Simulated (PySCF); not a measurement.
```xyz
3
charge 0 multiplicity 3, angstrom
Ir   -0.3269    0.0000   -0.4381
S    -2.0762    0.0000    0.6413
Br    1.6371    0.0000    0.8023
```

Level of theory: PySCF, UPBE0, basis Ir def2-SVP with ECP60, S def2-SVP, Br def2-SVP (scalar-relativistic core potentials, no spin–orbit coupling, density fitting).

This geometry of IrSBr is a stationary point at this level.

Task: What is the point group?

Result: Cs.

Task: Is it a minimum?

Result: Yes: all harmonic wavenumbers are real.

Task: What are the dipole moment and the gap between the highest occupied and lowest empty levels of either spin?

Result: 1.28 D and 2.61 eV.

Task: Give the atomic charges and bond orders.

Result: 
```json
{"atom": "Ir1", "Mulliken": "0.19", "Löwdin": "-0.48", "polar tensor": "0.62", "spin (Mulliken)": "1.19", "Mayer order to Ir1": "–"}
{"atom": "S2", "Mulliken": "-0.03", "Löwdin": "0.33", "polar tensor": "-0.27", "spin (Mulliken)": "0.73", "Mayer order to Ir1": "2.15"}
{"atom": "Br3", "Mulliken": "-0.16", "Löwdin": "0.15", "polar tensor": "-0.34", "spin (Mulliken)": "0.09", "Mayer order to Ir1": "1.17"}
```

Other isomers or separated fragments may lie lower. Other spin states or occupations of the open shell can lie lower. At this level a broken-symmetry Ms = 0 minimum of Cs symmetry lies 3 kJ/mol below this structure. Spin–orbit coupling, left out here, can matter for elements this heavy.
